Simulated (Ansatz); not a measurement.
CHClGeO, SMILES `O=[CH][Ge][Cl]` (lower singlet; O–C–Ge–Cl torsion 101°) (charge 0, multiplicity 1). This singlet lies 1.13 eV below the relaxed triplet at the level frozen-core CCSD(T)/cc-pVTZ // B3LYP-D3(BJ)/def2-TZVP (Ansatz, a first-principles code).

Z-matrix (Å, degrees):
```
C
O 1 1.2195
H 1 1.1078 2 120.89
Ge 1 2.0283 3 144.01 2 173.17
Cl 4 2.2256 1 93.23 3 -72.86
```
Charge 0, spin multiplicity 1.

Task: Give the natural occupations of the active orbitals, the CASSCF energy and the corrected energy for Ansatz with frozen-core fic-MRCISD+Q@CASSCF(2e,2o)/cc-pVTZ // B3LYP-D3(BJ)/def2-TZVP.

Result: 
```yaml
natural_occupations: 1.93, 0.07
CASSCF energy: -2648.3113 Ha
corrected_energy: -2649.0364 Ha
weight_of_the_reference: 0.856
```
